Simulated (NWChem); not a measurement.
System: MgHCl; SMILES [MgH][Cl]

Input file for NWChem:

```
start job
memory heap 200 mb stack 900 mb global 1100 mb
geometry units angstroms noautosym nocenter noautoz
  Mg    -0.001929     1.135785     0.000000
  H     -0.007709     2.829044     0.000000
  Cl     0.001422    -1.075646     0.000000
end
basis spherical
  * library 6-31g*
end
dft
  xc slater vwn_5
  iterations 150
end
tddft
  nroots 8
  notriplet
end
task tddft energy
```

NWChem printed, in part:

```
             Northwest Computational Chemistry Package (NWChem) 7.3.0
             --------------------------------------------------------

                             Geometry "geometry" -> ""
                             -------------------------

 Output coordinates in angstroms (scale by  1.889725989 to convert to a.u.)

  No.       Tag          Charge          X              Y              Z
 ---- ---------------- ---------- -------------- -------------- --------------
    1 Mg                  12.0000    -0.00192900     1.13578500     0.00000000
    2 H                    1.0000    -0.00770900     2.82904400     0.00000000
    3 Cl                  17.0000     0.00142200    -1.07564600     0.00000000

 Effective nuclear repulsion energy (a.u.)      54.8695769742

                                 NWChem DFT Module
                                 -----------------

 Summary of "ao basis" -> "ao basis" (spherical)
 ------------------------------------------------------------------------------
       Tag                 Description            Shells   Functions and Types
 ---------------- ------------------------------  ------  ---------------------
 Mg                          6-31g*                  8       18   4s3p1d
 H                           6-31g*                  2        2   2s
 Cl                          6-31g*                  8       18   4s3p1d

            General Information
            -------------------
          SCF calculation type: DFT
          Wavefunction type:  closed shell.
          No. of atoms     :     3
          No. of electrons :    30
           Alpha electrons :    15
            Beta electrons :    15
          Charge           :     0
          Spin multiplicity:     1
          Use of symmetry is: off; symmetry adaption is: off
          Maximum number of iterations: 150
          AO basis - number of functions:    38
                     number of shells:    18
          Convergence on energy requested:  1.00D-06
          Convergence on density requested:  1.00D-05
          Convergence on gradient requested:  5.00D-04

              XC Information
              --------------
                        Slater Exchange Functional  1.000 local
                      VWN V Correlation Functional  1.000 local

[...]

                                NWChem TDDFT Module
                                -------------------

            General Information
            -------------------
           No. of orbitals :      76
            Alpha orbitals :      38
             Beta orbitals :      38
        Alpha frozen cores :       0
         Beta frozen cores :       0
     Alpha frozen virtuals :       0
      Beta frozen virtuals :       0
         Spin multiplicity :       1
    Number of AO functions :      38
        Use of symmetry is : off
      Symmetry adaption is : off
         Schwarz screening :  0.10D-07

              XC Information
              --------------
                 Slater Exchange Functional   1.00 local
               VWN V Correlation Functional   1.00 local

             TDDFT Information
             -----------------
          Calculation type : TDDFT
         Wavefunction type : Restricted singlets
          No. of electrons :      30
           Alpha electrons :      15
            Beta electrons :      15
              No. of roots :       8
          Max subspacesize :    5600
            Max iterations :     100
               Target root :       1
           Target symmetry : none
      Symmetry restriction : off
                 Algorithm : Optimal
        Davidson threshold :  0.10D-03

    8 smallest eigenvalue differences (eV)
--------------------------------------------------------
  No. Spin  Occ  Vir  Irrep   E(Occ)    E(Vir)   E(Diff)
--------------------------------------------------------
    1    1   15   16 a        -0.264    -0.068     5.328
    2    1   14   16 a        -0.268    -0.068     5.436
    3    1   13   16 a        -0.268    -0.068     5.436
    4    1   15   17 a        -0.264    -0.048     5.880
    5    1   15   18 a        -0.264    -0.048     5.880
    6    1   14   17 a        -0.268    -0.048     5.989
    7    1   13   17 a        -0.268    -0.048     5.989
    8    1   14   18 a        -0.268    -0.048     5.989
--------------------------------------------------------

  Entering Davidson iterations
  Restricted singlet excited states

  Iter   NTrls   NConv    DeltaV     DeltaE      Time
  ----  ------  ------  ---------  ---------  ---------
    1      8       0     0.18E+00   0.10+100        0.5
    2     16       1     0.62E-01   0.36E-01        0.5
    3     30       1     0.16E-01   0.22E-02        0.5
    4     44       1     0.30E-02   0.13E-03        0.5
    5     58       2     0.90E-03   0.64E-05        0.5
    6     70       7     0.39E-03   0.46E-06        0.5
    7     72       7     0.14E-03   0.58E-07        0.4
    8     74       8     0.70E-04   0.41E-08        0.4
  ----  ------  ------  ---------  ---------  ---------
  Convergence criterion met

  Ground state a        -658.447508649325 a.u.

  ----------------------------------------------------------------------------
  Root   1 singlet a              0.203482597 a.u.                5.5370 eV
  ----------------------------------------------------------------------------
     Transition Moments    X  0.00013   Y  0.00000   Z  0.51405
     Dipole Oscillator Strength                    0.0358470631
     Electric Quadrupole                           0.0000000182
     Magnetic Dipole                               0.0000001754
     Total Oscillator Strength                     0.0358472566

[...]
```

Level: LDA (Slater exchange, VWN5)/6-31G* (spherical d), full TDDFT. Geometry: optimised at B3LYP/6-31G* (spherical d).
